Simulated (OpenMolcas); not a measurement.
Computed levels of 3s2 3p2 in ions with 14 electrons, in cm-1 above 3P0.

- Program: OpenMolcas 26.06
- Method: CASSCF
- Basis: ANO-R3
- Scalar Hamiltonian: X2C, finite nucleus
- Spin-orbit coupling: RASSI with atomic mean-field integrals over the reference wave functions, term energies averaged over their components

Active space for each ion: 2 electrons in 3 orbitals (3p).

| Level | Si | S2+ | Cl3+ | Ar4+ |
| --- | --- | --- | --- | --- |
| 3P1 | 66.1 | 268 | 445 | 694 |
| 3P2 | 194 | 765 | 1246 | 1903 |
| 1D2 | 8784 | 14263 | 16826 | 19463 |
| 1S0 | 21494 | 34658 | 40585 | 46468 |

Problem. Estimate 3P2, 1D2, 1S0 for P+ from its neighbours Si and S2+.

Solution. 3P2 is fine structure, which grows about as the fourth power of a screened charge, so the fourth roots are averaged: ((194^0.25 + 765^0.25) / 2)^4 = 408. The calculation gives 424, so the estimate is off by -3.8 %; the measured value is 469 (NIST Handbook of Basic Atomic Spectroscopic Data).
1D2 is another term, which grows about linearly with the charge: (8784 + 14263) / 2 = 11524. The calculation gives 11618, so the estimate is off by -0.8 %; the measured value is 8882 (NIST Handbook of Basic Atomic Spectroscopic Data).
1S0 is another term, which grows about linearly with the charge: (21494 + 34658) / 2 = 28076. The calculation gives 28340, so the estimate is off by -0.9 %; the measured value is 21576 (NIST Handbook of Basic Atomic Spectroscopic Data).

With the s shell closed, the reference lacks s² → p² mixing. Without dynamic correlation excited terms often stand tens of per cent too high (terms of higher spin than the ground term too low), and those without a measured partner can miss by more than the paired ones (holds for Si; P+). Computed and measured levels are paired by configuration, term and J; levels that our copy of the source lacks, or whose pairing is in doubt (as where it misses far off the trend of its configuration), stay unpaired and out of the deviations. Only configurations of the active space appear.
